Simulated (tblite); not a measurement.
Ge₂H₁₁NSi₂.
Cartesian coordinates in Å at the GFN2-xTB level; atoms count from 1:
```xyz
16
Ge2H11NSi2 angstrom
Si    -1.9754    0.6300    1.1036
N     -1.8646    0.2314   -0.5818
Si    -0.6178   -0.5166   -1.5162
Ge     1.1501   -1.1095   -0.1050
Ge     2.3382    0.5130    1.1754
H     -3.4035    0.7998    1.3725
H     -1.4045   -0.4892    1.8588
H     -1.2465    1.8724    1.3929
H     -2.6417    0.5536   -1.1354
H     -0.1654    0.4273   -2.5503
H     -1.1829   -1.6935   -2.1914
H      0.8046   -2.2359    0.8513
H      2.2201   -1.8104   -0.9293
H      2.9609    0.0010    2.4464
H      3.4936    1.1389    0.4393
H      1.5273    1.6965    1.6254
```

Computed with GFN2-xTB (tblite): harmonic, unscaled wavenumbers at the GFN2-xTB geometry, gas phase. This tight-binding method is rough: wavenumbers can miss measured ones by several per cent, in bad cases by 10 to 20. Modes of hydrogen on germanium and silicon can be 10 to 20 % off. One conformer, not necessarily the lowest. The optimisation stopped once no atom felt more than 0.01 eV/Å.

Lowest wavenumbers of the output (negative numbers stand for imaginary wavenumbers):
```
mode    cm-1
  1     -40.7
  2      -8.1
  3      31.0
  4      57.0
  5      82.9
  6     109.2
  7     228.7
  8     248.6
```

**Question.** Is this structure a minimum?

**Answer.** Not by this Hessian. 1 mode is imaginary beyond 20i (41i cm⁻¹), and 1 more slightly so (8.1i). The curvature is small, so loose convergence or finite differences may be the whole cause.

**Question.** Which atoms move in the imaginary modes?

**Answer.** 41i: H14 (Ge–H hydrogen) 32 %, H16 (Ge–H hydrogen) 32 %, H15 (Ge–H hydrogen) 30 %; 8i: Si1 (SiH3 silicon) 24 %, N2 (nitrogen bridging silicon atoms) 16 %, H7 (Si–H hydrogen) 14 %, Ge5 (germanium bonded to Ge and 3 H) 11 %. These are shares of the mass-weighted motion.

**Question.** What is the remedy?

**Answer.** Step along such a mode in both directions, optimise again with tighter thresholds and repeat the frequencies. The zero-point energy of this point (57.4 kcal/mol) counts the 40 real modes alone, and thermal corrections from it aren't those of a minimum.
